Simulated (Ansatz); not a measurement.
Consider the redistribution: `F[Si](F)(F)BCl` + `C[SiH2]OC(F)(F)F` → `C[SiH2][Si](F)(F)F` + `FC(F)(F)OBCl`.

Program: Ansatz. Geometries: PBE0-D4/def2-TZVP. ΔE: electronic, gas phase. CCSD(T)/CBS is the MP2 limit (def2-TZVPP, def2-QZVPP) plus CCSD(T) − MP2 in def2-TZVPP, frozen cores. Functionals use def2-TZVPP. B3LYP here is the variant with VWN-RPA as its local correlation; programs differ in this. One conformer a species, not always the lowest.

```json
{"level": "ωB97X-V", "ΔE (kJ/mol)": "-43.7"}
{"level": "PBE", "ΔE (kJ/mol)": "-56.2"}
{"level": "B3LYP", "ΔE (kJ/mol)": "-45.3"}
{"level": "HF/def2-TZVPP", "ΔE (kJ/mol)": "-35.2"}
{"level": "CCSD/def2-TZVPP", "ΔE (kJ/mol)": "-41.2"}
{"level": "CCSD(T)/def2-TZVPP", "ΔE (kJ/mol)": "-43.0"}
{"level": "HF/CBS(def2)", "ΔE (kJ/mol)": "-34.6"}
{"level": "CCSD/CBS(def2)", "ΔE (kJ/mol)": "-39.2"}
```

Q: What does CCSD(T)/CBS give? (An estimate is asked.)

A: Ansatz gave: -41.0 kJ/mol. The listed levels differ from it by -2.7, -15.2, -4.3, 5.8, -0.2, -2.0, 6.4, 1.8 kJ/mol.

Largest T1 diagnostic among the species: 0.013.

In def2-TZVPP, CCSD(T) changes the Hartree–Fock value by −7.8 kJ/mol (the triples alone add −1.8 kJ/mol) and MP2 by −5.6 kJ/mol. From PBE to PBE0 (25 % exact exchange), in def2-TZVPP and without D4, ΔE moves by +3.7 kJ/mol.
